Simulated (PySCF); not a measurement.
Polarisability and C₆ of Rh³⁵⁺ (rhodium, charge +35)

[Ne], closed-shell 1S. All numbers are calculated (PySCF 2.14, the spin-free X2C one-electron Hamiltonian (Gaussian nucleus), in an even-tempered Gaussian basis (19 s from 13 bohr⁻², ratio 2.2; 12 p from 17 bohr⁻², ratio 2.2; 6 d from 75 bohr⁻², ratio 2.4; 5 f from 110 bohr⁻², ratio 2.4; 4 g from 170 bohr⁻², ratio 2.4)). Coupled (time-dependent) response in atomic units; α is the mean over directions.

| method | mean α (bohr³) | C₆ (like pair) | S(−4) |
| --- | --- | --- | --- |
| UHF | 0.0003170 | 1.231e-05 | 1.280e-08 |
| PBE0 | 0.0003185 | 1.238e-05 | 1.298e-08 |

S(−4) is the Cauchy moment in α(ω) = α(0) + S(−4) ω² + …

α(iu) at UHF:

```tsv
u (hartree)	α(iu) (bohr³)
0	0.0003170
20.0	0.0003120
40.0	0.0002979
80.0	0.0002535
120	0.0002043
160	0.0001614
200	0.0001275
300	7.436e-05
400	4.732e-05
600	2.353e-05
1000	9.256e-06
```

For an ion, C₆ is the dispersion term alone; charge-induced terms of lower order in 1/R come first.
